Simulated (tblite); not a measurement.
C6H4S (charge -1 and doublet state).
SMILES: `c1(/[C]=[C-]/[H])sccc1`

Computed with GFN2-xTB (tblite): harmonic, unscaled wavenumbers at the GFN2-xTB geometry, gas phase. Errors from tens to a few hundred cm⁻¹ against measured bands are possible. Open shells enter through the occupations alone, without spin polarisation, and single modes of such species can be off by tens of per cent.

Harmonic wavenumbers (cm⁻¹): 128.0, 140.0, 256.0, 316.4, 368.5, 425.2, 445.6, 503.6, 508.9, 602.9, 661.9, 682.3, 702.3, 791.0, 808.5, 1047.0, 1074.3, 1123.0, 1208.1, 1351.1, 1430.6, 1498.2, 2089.2, 3003.3, 3049.1, 3103.5, 3210.5.

A = 5164, B = 1803, C = 1339 MHz; mass 108.003 u (most abundant isotopes); point group C1, symmetry number 1; spin multiplicity 2.

**Question.** What is the zero-point energy?

**Answer.** ½Σν̃ = 15264 cm⁻¹ = 43.64 kcal/mol.

**Question.** Entropy at 298.15 K, 1 bar (ideal gas, RRHO, classical rotation)?

**Answer.** Translation 39.97, rotation 27.65, vibration 14.99, spin (R ln 2) 1.38: S = 84.0 cal/(mol K).

**Question.** And Cp and H(298.15 K) − H(0)?

**Answer.** Cp = 28.29 cal/(mol K), of which vibrations give 20.35 (their classical limit is 27 R = 53.7); H(298.15 K) − H(0) = 5.10 kcal/mol without the zero-point energy, 2.73 from vibrations.

**Question.** What must be added to the electronic energy to get the Gibbs energy at 298.15 K and 1 bar?

**Answer.** ZPE + [H(298.15 K) − H(0)] − T·S = 43.64 + 5.10 − 25.04 = 23.70 kcal/mol.

**Question.** Which modes carry the vibrational entropy at 298.15 K?

**Answer.** 128.0 cm⁻¹: 2.98; 140.0 cm⁻¹: 2.80; 256.0 cm⁻¹: 1.69; 316.4 cm⁻¹: 1.33; 368.5 cm⁻¹: 1.09; 425.2 cm⁻¹: 0.87 cal/(mol K); the other 21 give 4.23 together.

**Question.** How do the functions run with temperature in this model?

**Answer.** 
```tsv
T (K)	S (cal/(mol K))	Cp (cal/(mol K))	H − H(0) (kcal/mol)	G − H(0) (kcal/mol)	ln q(vib)
150	68.7	16.9	1.71	-8.60	0.87
250	79.3	25.0	3.82	-16.01	2.21
400	93.2	34.1	8.29	-28.97	4.55
600	108.5	41.7	15.93	-49.19	7.74
900	126.8	48.4	29.54	-84.62	12.17
```

q(vib) and H(0) count from the zero-point level.

Hindered rotation and anharmonicity are outside this model. The structure is chiral; the term R ln 2 for an equal mix with its mirror image is left out.
